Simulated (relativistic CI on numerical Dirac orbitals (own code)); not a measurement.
**Eu2+: what numerical and physical settings do to a radial Dirac CI calculation**

Reference input:

```
atom Eu  Z=63  charge=2  electrons=61
nucleus A=153  rms_radius_fm=5.1115
hamiltonian dirac-coulomb  breit=on  qed=on  c_scale=1
orbitals kli  potential=per-configuration
slater_scale 1
correlation none
mixing on
grid step=0.0125 r_max=67.1
scf mixing=0.4 start=green max_iterations=150 tolerance=2e-08 node_fill=0.05
configurations
  [Xe] 4f7
end
```

Computed lowest total energy -10829.90492 Ha, first excitation 33386.1 cm⁻¹, 14 SCF steps. Runs with settings changed; * marks those that are bad on purpose:

```csv
Changed,Outcome,Lowest level,ΔE (Ha),First excitation (cm⁻¹),SCF steps,Message
Breit term off,converged,4f⁷ ⁸S°7/2,-9.82,33209.4,14,
start potential previous,converged,4f⁷ ⁸S°7/2,-3.7e-09,33386.1,18,
"QED terms off, SCF tolerance 0.0001, end of the grid at 201.3 bohr",converged,4f⁷ ⁸S°7/2,-6.58,33396.0,9,
iteration limit 4 *,not converged,,,,4,SCF of 1s2 2s2 2p6 3s2 3p6 3d10 4s2 4p6 4d10 4f7 5s2 5p6 did not converge
charge 1 *,refused,,,,0,"configuration [Xe] 4f7 has 61 electrons, the ion has 62"
```

With so few configurations and no correlation, terms lie too far apart (by 10 to 50 % near neutrality), their order can be wrong, and levels of other configurations are missing.
